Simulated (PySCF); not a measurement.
Method: r2SCAN-D4/def2-TZVP (PySCF). All species are isolated molecules in the gas phase. 

Reference species (SMILES): `[SiH](F)(F)F` (neutral, multiplicity 1).

```
Item            Value
-------------  ------
dipole moment  1.25 D
```

Changed species: `F[Si](F)(F)[AlH2]` (whole molecule; the reference has whole molecule).

Question: Give the shifts of the dipole moment.

Answer: the dipole moment rises by 0.96 D, to 2.21 D.
